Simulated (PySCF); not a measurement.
Compound: 4,5-dimethyl-1-hexene, C8H16.
SMILES: `C=CC[C@@H](C)C(C)C`

Torsions of this conformer, `[CH2:1]=[CH:2][CH2:3][C@@H:4]([CH3:5])[CH:6]([CH3:7])[CH3:8]`: C1–C2–C3–C4 -121°, C2–C3–C4–C5 67°, C3–C4–C6–C7 -56°.

The closed-shell ground state was solved at several levels (PySCF, density fitting, gas phase, non-relativistic). One conformer (not necessarily the lowest) at the PBE0-D3(BJ)/def2-SVP geometry, without solvent, vibrations or thermal averaging.

```
              level  basis functions  total energy (Eh)  HOMO (eV)  LUMO (eV)  gap (eV)  dipole (D)
      PBE0/pcSseg-1              216          -314.0353      -7.28       0.45      7.73        0.46
CAM-B3LYP/def2-SVPD              288          -314.0623      -8.63       1.37     10.00        0.48
```

(1) What might PBE/pcSseg-1 (216 basis functions) give for the same quantities?

(2) Over all these levels, which gives the widest orbital gap and which the narrowest?

(3) How far do the dipole and the HOMO energy spread over the levels?

## Answers

(1) Total energy -313.9778 Eh, HOMO -6.15 eV, LUMO -0.60 eV, gap 5.55 eV, dipole 0.49 D.

(2) CAM-B3LYP/def2-SVPD (range-separated hybrid) has the widest, 10.00 eV, and PBE/pcSseg-1 (GGA) the narrowest, 5.55 eV. Functional and basis both differ between the two, so the spread mixes both effects.

(3) The dipole runs from 0.46 to 0.49 D (mean 0.48 D) and the HOMO from -8.63 to -6.15 eV.
